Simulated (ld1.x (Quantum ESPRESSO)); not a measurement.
# Building the PAW potential for H (PBEsol, scalar-relativistic).

* Element: hydrogen
* Generator: ld1.x (Quantum ESPRESSO) 7.5
* Type: PAW
* Functional: PBEsol
* Relativity: scalar-relativistic
* Frozen core: none
* Valence charge: 1
* Reference configuration: 1s0.75 (charge +0.25)
* Partial waves: 1s (bound): rcut 0.90, rcutus 1.20 bohr; 1s channel at 4.1 Ry: rcut 0.90, rcutus 1.20 bohr; 2p channel at 0.4 Ry: rcut 1.10, rcutus 1.45 bohr; 2p channel at 2.65 Ry: rcut 1.10, rcutus 1.45 bohr
* Local potential: all-electron potential smoothed inside 1.25 bohr (lloc = -1)
* Core correction: none
* Augmentation charge: PSQ, inside the norm-conserving radii

Poles of the logarithmic derivatives, all-electron (AE) and pseudo (PS). s: poles at 0.9 (AE) and 0.9 (PS) Ry. p: poles at no energy (AE) and no energy (PS) Ry. Test radius 1.60 bohr.

* Cutoffs needed: 15 Ry and 25 Ry (the cutoffs (Ry, on a coarse ladder) from which the occupation-weighted sum of valence levels, in a spherical-Bessel basis at the reference potential, stays within 10 and 1 mRy of its value at 400 Ry)
* Ghost test: no extra level below or beside the all-electron valence levels (s, p, d, f tested) (spherical-Bessel basis up to 400 Ry, 20 bohr box)
* Largest excitation error: +0.1 meV (all-electron minus pseudo) for 1s1, out of 2 test configurations
* Lowest eigenvalue of the overlap operator: 0.89 (s channel)
* Density cutoff estimated by the generator: 366 Ry
